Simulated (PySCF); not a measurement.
Several orderings of computed values.

Species are written as SMILES; each is one conformer at its optimised geometry, gas phase, non-relativistic unless stated. Electronic properties by PySCF.

The conformers computed, where there is a choice (atom-mapped SMILES and torsion angles):
- `[CH2:1]=[CH:2][c:3]1[cH:4][n:5][n:6][n:7][c:8]1[CH3:9]`: C1–C2–C3–C4 -30°
- `[CH2:1]=[CH:2][CH2:3][P@H:4]([CH3:5])=[O:6]`: C1–C2–C3–P4 112°, C2–C3–P4–C5 -56°
- `[cH:1]1[n:2][cH:3][c:4]([CH:5]2[CH2:6][CH2:7]2)[n:8][n:9]1`: C3–C4–C5–C6 -146°
- `[CH:1]#[C:2]/[P:3]=[C:4](\[F:5])[N:6]([CH3:7])[CH3:8]`: P3–C4–N6–C7 6°
- `[CH3:1][CH2:2][P:3]1(=[O:4])[CH2:5][CH2:6]1`: C1–C2–P3–O4 57°
- `[CH3:1][C:2]#[C:3][P:4]([CH3:5])[CH2:6][PH2:7]`: C3–P4–C6–P7 -75°, H–P7–C6–P4 47°, H–P7–C6–P4 -45°
- `[CH:1]#[C:2][CH2:3][n:4]1[n:5][cH:6][c:7]([CH3:8])[n:9]1`: C2–C3–N4–N5 92°
- `[CH:1]#[C:2][CH2:3][P:4]([CH3:5])[CH2:6][PH2:7]`: C2–C3–P4–C5 66°, C3–P4–C6–P7 -57°, H–P7–C6–P4 -89°, H–P7–C6–P4 179°

The conformers of `PPC1=CCCC1` aren't listed.

**Question.** Rank by HOMO energy, highest first (CAM-B3LYP/def2-SVPD at GFN2-xTB geometries).
A. `O=[P@@H]1C(F)=C1[SiH3]`
B. `C=Cc1cnnnc1C`
C. `C#C/P=C(\F)N(C)C`
D. `C=CC[P@H](C)=O`
E. `c1ncc(C2CC2)nn1`

**Answer.** C (-6.87 eV), E (-8.25 eV), B (-8.36 eV), D (-8.80 eV), A (-9.32 eV).

**Question.** Give the two extremes of that set in hartree.

**Answer.** `O=[P@@H]1C(F)=C1[SiH3]`: -0.342 Eh; `C#C/P=C(\F)N(C)C`: -0.253 Eh.

**Question.** Rank by smallest rotational constant, lowest first (GFN2-xTB).
A. `CC#CP(C)CP`
B. `C=CC[P@H](C)=O`
C. `CCP1(=O)CC1`
D. `O=[P@@H]1C(F)=C1[SiH3]`
E. `C=Cc1cnnnc1C`
F. `C#C/P=C(\F)N(C)C`
G. `C#CCn1ncc(C)n1`

**Answer.** A (0.776 GHz), F (0.863 GHz), G (0.933 GHz), E (1.019 GHz), D (1.119 GHz), B (1.469 GHz), C (1.905 GHz).

**Question.** Rank by lowest singlet excitation, highest first (TDDFT CAM-B3LYP/def2-SVPD at GFN2-xTB geometries).
A. `PPC1=CCCC1`
B. `C#C/P=C(\F)N(C)C`
C. `n1nncc(c1C)C=C`
D. `CCP1(=O)CC1`
E. `CC#CP(C)CP`
F. `C#CCP(CP)C`
G. `c1ncc(C2CC2)nn1`
H. `C[P@@H](CC=C)=O`

**Answer.** H (6.64 eV), D (6.41 eV), F (6.21 eV), E (5.46 eV), A (5.34 eV), B (4.43 eV), C (3.46 eV), G (3.20 eV).

**Question.** Rank by static isotropic polarisability, highest first (CAM-B3LYP/def2-SVPD at GFN2-xTB geometries).
A. `C#CCN1N=CC(C)=N1`
B. `C=CC[P@H](C)=O`
C. `PPC1=CCCC1`
D. `CC#CP(C)CP`
E. `CCP1(=O)CC1`
F. `n1cc(c(nn1)C)C=C`

**Answer.** D (112.7 au), C (109.2 au), F (90.4 au), A (86.4 au), B (74.8 au), E (72.2 au).

**Question.** Rank by electronic spatial extent ⟨r²⟩ about the centre of nuclear charge, lowest first (CAM-B3LYP/def2-SVPD at GFN2-xTB geometries).
A. `C=CC[P@H](C)=O`
B. `C1=NC=C(C2CC2)N=N1`
C. `CC#CP(C)CP`
D. `C#C/P=C(\F)N(C)C`
E. `C#CCP(C)CP`

**Answer.** A (850 bohr²), B (1143 bohr²), D (1301 bohr²), E (1374 bohr²), C (1508 bohr²).

**Question.** By how much do the two ends of that ranking differ?

**Answer.** By 658 bohr², between `CC#CP(C)CP` and `C=CC[P@H](C)=O`.

**Question.** Rank by dipole moment, lowest first (CAM-B3LYP/def2-SVPD at GFN2-xTB geometries).
A. `C#C/P=C(\F)N(C)C`
B. `CC#CP(C)CP`
C. `O=[P@@H]1C(F)=C1[SiH3]`
D. `C=Cc1cnnnc1C`
E. `O=[P@@H](C)CC=C`

**Answer.** B (1.88 D), C (3.81 D), A (3.98 D), E (4.36 D), D (5.86 D).

**Question.** Give the two extremes of that set in atomic units.

**Answer.** `CC#CP(C)CP`: 0.74 au; `C=Cc1cnnnc1C`: 2.31 au.
